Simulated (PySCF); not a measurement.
Input for PySCF: R-HF/3-21G on NH3 (SMILES N).

```python
from pyscf import gto, scf, dft, mp
from pyscf.data.elements import chemcore

mol = gto.M(
    atom='''
    N    -0.21105797   -0.20862367    0.53718832
    H    -0.71184606   -0.85499415   -0.06195207
    H     0.73846623   -0.14825967    0.18706968
    H    -0.16549372   -0.62345653    1.46245548
    ''',
    basis='3-21g',
    charge=0, spin=0, verbose=3, max_memory=1800)
mf = scf.RHF(mol)
mf.conv_tol = 1e-8
mf.max_cycle = 100
mf.kernel()
if not mf.converged:
    mf = mf.newton().run(mf.mo_coeff, mf.mo_occ)
```

Give the final energy of this run.

-55.8708 hartree.
